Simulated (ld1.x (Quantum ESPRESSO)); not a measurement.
**Lu (Z = 71) RRKJ: all-electron and pseudo phase curves**

ld1.x (Quantum ESPRESSO) 7.5 input, shortened:

```
&input
   title='Lu', zed=71., rel=1, dft='PZ', iswitch=3,
   config='[Xe] 4f14 5d1 6s0 6p0'
 /
 &inputp
   pseudotype=2, tm=.false., rho0=0.005, lloc=-2, rcloc=0.75,
   nlcc=.true., new_core_ps=.true.
 /
4
5S  1  0   2.00   0.00  1.15  1.15  0.0
5P  2  1   6.00   0.00  2.25  2.25  0.0
5D  3  2   1.00   0.00  3.00  3.00  0.0
4F  4  3  14.00   0.00  0.80  0.80  0.0
 &test
   configts(1)='4f14 5s2 5p6 5d1 6s0 6p0'
 /
```

The phase is arctan(r·u′/u) with u = r·R(r), unwrapped; energies in Ry, scanned from -8 to 5 Ry. A pole is an energy at which the radial function vanishes at the test radius. The pseudo phase is shifted by a multiple of π to meet the all-electron one at the reference energy, and phase errors are pseudo minus all-electron; the curves can meet again beyond the range given. Levels narrower than the energy grid can be missing from the lists of poles. n/a: not evaluated, since a narrow level or a reset projector energy made the automatic matching unsafe.

Question: For each channel, where are the poles, and over which energies does the pseudopotential scatter like the atom?

Answer:

```json
{"channel": "s", "radius (bohr)": "3.26", "reference energy (Ry)": "-5.59", "poles, all-electron": "-0.03", "poles, pseudo": "-0.05", "unbroken range about the reference energy with phases within 0.05 rad": "n/a", "phase error 1 Ry above the reference energy (rad)": "n/a"}
{"channel": "p", "radius (bohr)": "3.26", "reference energy (Ry)": "-3.42", "poles, all-electron": "-3.39, 1.11", "poles, pseudo": "-3.39, -1.49, 1.35", "unbroken range about the reference energy with phases within 0.05 rad": "below -1.8", "phase error 1 Ry above the reference energy (rad)": "-0.004"}
{"channel": "d", "radius (bohr)": "3.26", "reference energy (Ry)": "-1.13", "poles, all-electron": "-0.79, 3.19", "poles, pseudo": "-0.79, 3.69", "unbroken range about the reference energy with phases within 0.05 rad": "below 0.4", "phase error 1 Ry above the reference energy (rad)": "+0.009"}
{"channel": "f", "radius (bohr)": "3.26", "reference energy (Ry)": "-1.81", "poles, all-electron": "1.70", "poles, pseudo": "1.71", "unbroken range about the reference energy with phases within 0.05 rad": "n/a", "phase error 1 Ry above the reference energy (rad)": "n/a"}
```

Note: ghost states, extra bound levels that the all-electron valence spectrum of the same l lacks: s at -276.1 eV, p at -20.8 eV. A true bound ghost makes a file unfit for plane-wave use.

Phases in the d channel:

| E (Ry) | all-electron | pseudo |
| --- | --- | --- |
| -8.00 | 1.455 | 1.455 |
| -7.52 | 1.451 | 1.451 |
| -7.04 | 1.446 | 1.446 |
| -6.56 | 1.440 | 1.440 |
| -6.08 | 1.434 | 1.435 |
| -5.60 | 1.427 | 1.427 |
| -5.12 | 1.419 | 1.419 |
| -4.64 | 1.409 | 1.409 |
| -4.16 | 1.397 | 1.397 |
| -3.68 | 1.381 | 1.381 |
| -3.20 | 1.360 | 1.360 |
| -2.72 | 1.329 | 1.329 |
| -2.24 | 1.274 | 1.275 |
| -1.76 | 1.142 | 1.143 |
| -1.28 | -0.048 | -0.046 |
| -0.80 | -1.566 | -1.565 |
| -0.32 | -1.760 | -1.754 |
| 0.16 | -1.937 | -1.915 |
| 0.64 | -2.393 | -2.273 |
| 1.12 | -3.826 | -3.515 |
| 1.60 | -4.399 | -4.299 |
| 2.08 | -4.565 | -4.511 |
| 2.56 | -4.646 | -4.605 |
| 3.04 | -4.699 | -4.661 |
| 3.52 | -4.740 | -4.700 |
| 4.00 | -4.780 | -4.732 |
| 4.48 | -4.827 | -4.762 |
| 4.96 | -4.894 | -4.793 |
